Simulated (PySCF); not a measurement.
**Working out the ionisation energy of Cu²⁺**

Cu²⁺ [Ar] 3d9 (2D) → Cu³⁺ [Ar] 3d8 (3F). All numbers are calculated (PySCF 2.14, the non-relativistic Hamiltonian (point nucleus), in def2-TZVPPD (6s6p4d2f1g, 67 functions)). Frozen: [Ne]. Energies in hartree (1 hartree = 27.21139 eV):

```
            part  Cu²⁺ (lower)  Cu³⁺ (upper)
             UHF  -1638.048219  -1636.788042
CCSD correlation     -0.597689     -0.509692
             (T)     -0.009688     -0.006559
```

Q: What does Hartree-Fock give?

A: (-1636.788042) − (-1638.048219) = 1.260177 hartree = 34.291 eV.

Q: What do CCSD and CCSD(T) give?

A: The CCSD correlation energies differ by 0.087997 hartree = 2.395 eV and the triples by 0.003129 hartree = 0.085 eV, so CCSD gives 36.686 eV and CCSD(T) 36.771 eV.

A first-order spin-orbit estimate adds -0.066 eV to CCSD(T) (valence and next inner shell), giving 36.705 eV against 36.841 ± 0.012 eV (measured; NIST Atomic Spectra Database, ionization energies).

The calculation is non-relativistic.

What remains against the reference includes basis incompleteness, the frozen core and higher excitations.
